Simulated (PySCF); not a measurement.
**Electron correlation in Ne⁺ (neon, charge +1)**

[He] 2s1 2p6, 2S determinant (an excited configuration). All numbers are calculated (PySCF 2.14, scalar relativity by spin-free X2C-1e, in aug-cc-pCVTZ-DK). Frozen: nothing; 9 electrons correlated.

MP2 pair energies summed by pair of shells (mhartree):

| pair | energy | share (%) |
| --- | --- | --- |
| 2p-2p | -248.41 | 72.1 |
| 1s-1s | -35.57 | 10.3 |
| 2s-2p | -35.56 | 10.3 |
| 1s-2p | -22.48 | 6.5 |
| 1s-2s | -2.58 | 0.7 |

Total MP2 correlation energy: -344.61 mhartree.

Same-spin part -72.47 and opposite-spin part -272.14 mhartree; SCS-MP2 scales them by 1/3 and 6/5 to -350.73 mhartree.
